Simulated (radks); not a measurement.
Zr3+, configuration [Kr] 4d0.75 5d0.25 (fractional occupations, a model configuration). Calculated with a radial shooting solver on a logarithmic mesh with Libxc functionals: Dirac Kohn-Sham, PBE, spin-unpolarised, spherical densities, finite nucleus; open shells fill j = l - 1/2 first; Fermi nuclear charge, rms radius 4.2694 fm.

X-ray form factor f0, the Fourier transform of the density (f0(0) = 37):

sin(theta)/lambda (1/angstrom)  f0 (electrons)
0.05                                    36.491
0.1                                     35.186
0.15                                    33.417
0.2                                     31.383
0.25                                    29.259
0.3                                     27.204
0.4                                     23.648
0.5                                     20.885
0.6                                     18.668
0.8                                     14.981
1                                       11.889
1.25                                     9.028
1.5                                      7.258
2                                        5.566
